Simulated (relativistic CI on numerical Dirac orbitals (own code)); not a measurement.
# Ligand-field terms of d8

Computed with a parametric ligand-field model of a d^n configuration (Racah B and C, spin-orbit zeta, crystal field), exact diagonalisation.

Field parameters in Wybourne normalisation: Oh B⁴₀ = 21Dq, B⁴₄ = √(5/14) B⁴₀. The field is a parameter set, without covalency.

B = 460 cm⁻¹, C = 1750 cm⁻¹ (C/B = 3.80), Oh, no spin-orbit coupling. Tanabe-Sugano data, E/B above the lowest term (Δ = |10Dq|; b, c mark the second and third term of a kind):

```csv
Δ/B,3A2,3T2,3T1,1E,1T2,1A1
1.0,0.00,1.00,1.79,13.33,14.00,20.38
3.0,0.00,3.00,5.29,14.18,16.61,21.73
5.0,0.00,5.00,8.68,14.61,19.03,22.85
7.0,0.00,7.00,11.92,14.85,21.32,23.79
9.0,0.00,9.00,15.00,15.00,23.53,24.58
11.0,0.00,11.00,17.92,15.10,25.68,25.23
13.0,0.00,13.00,20.68,15.17,27.80,25.79
15.0,0.00,15.00,23.29,15.23,29.89,26.26
17.0,0.00,17.00,25.79,15.27,31.97,26.66
19.0,0.00,19.00,28.19,15.30,34.03,27.01
21.0,0.00,21.00,30.51,15.33,36.08,27.31
23.0,0.00,23.00,32.78,15.35,38.12,27.57
25.0,0.00,25.00,35.00,15.37,40.16,27.80
27.0,0.00,27.00,37.18,15.39,42.19,28.01
29.0,0.00,29.00,39.34,15.41,44.21,28.19
31.0,0.00,31.00,41.47,15.42,46.24,28.36
33.0,0.00,33.00,43.58,15.43,48.26,28.50
35.0,0.00,35.00,45.68,15.44,50.28,28.64
37.0,0.00,37.00,47.77,15.45,52.30,28.76
39.0,0.00,39.00,49.84,15.46,54.31,28.87
41.0,0.00,41.00,51.91,15.46,56.32,28.97
43.0,0.00,43.00,53.97,15.47,58.34,29.07
45.0,0.00,45.00,56.03,15.48,60.35,29.15
47.0,0.00,47.00,58.08,15.48,62.36,29.23
```

The ground term stays 3A2.
